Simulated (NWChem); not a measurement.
# Si2H2, singlet; SMILES [SiH2]=[Si]

Computed with NWChem. Low-valent species are run as closed-shell singlets; no triplet was tried in these runs. Structure relaxed at the PBE-D3(BJ)/def2-SVP level. Level: M06-2X/def2-SVP with SMD (1 M gas to 1 M solution), gas-phase geometry. Reactions with the solvent are ignored.

| solvent | dielectric constant | solvation free energy (kcal/mol) | cavity-dispersion-structure term (kcal/mol) | dipole in solution (D) |
|---|---|---|---|---|
| water | 78.4 | -0.7 | 1.1 | 0.24 |
| ethylene glycol | 40.2 | -1.3 | 0.4 | 0.24 |
| anisole | 4.22 | -2.2 | -0.8 | 0.20 |
| ethanol | 24.9 | -2.8 | -1.1 | 0.24 |
| tetrahydrofuran | 7.43 | -2.3 | -0.8 | 0.22 |
| 1-propanol | 20.5 | -2.7 | -1.0 | 0.23 |
